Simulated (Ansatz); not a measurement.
`C=C(O)[Se][GaH2]`, charge 0, multiplicity 1.

Q: Give a relaxed structure at PBE0-D4/def2-TZVP (Ansatz). (Best estimate.)

A: Computed: 
Cartesian coordinates in Å:
```
C 0.6729 -0.1010 1.8721
C -0.0318 -0.1425 0.7518
O 0.5563 -0.4661 -0.4790
Se -1.8704 0.1834 0.4532
Ga -1.0018 0.2694 -1.8069
H 1.7256 -0.3625 1.8875
H 0.2026 0.1823 2.8017
H 1.5059 -0.2914 -0.4662
H -0.3790 1.6363 -2.2524
H -1.3804 -0.9080 -2.7617
```
This is one stationary point; other conformers may exist.
